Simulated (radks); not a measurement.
Results of a calculation; reference values are marked as such.
Q: Ionisation of the potassium ion K+, [Ar], to K2+, [Ne] 3s2 3p5, under several functionals. Scalar-relativistic Kohn-Sham, spin-polarised, spherical densities, point nucleus; open shells are filled with parallel spins first; a radial shooting solver on a logarithmic mesh with Libxc functionals. The NIST Atomic Spectra Database gives 31.625 eV (measured). Rank these functionals by the error of their Delta-SCF ionisation energy: B86b exchange with PBE correlation; LDA (Slater exchange, Perdew-Zunger correlation); BLYP; XLYP.

A: From best to worst: B86b exchange with PBE correlation 31.661 eV (+0.036); XLYP 31.520 eV (-0.105); LDA (Slater exchange, Perdew-Zunger correlation) 31.743 eV (+0.118); BLYP 31.482 eV (-0.143). Open shells are spherical and high-spin; term and fine-structure splittings are not resolved.
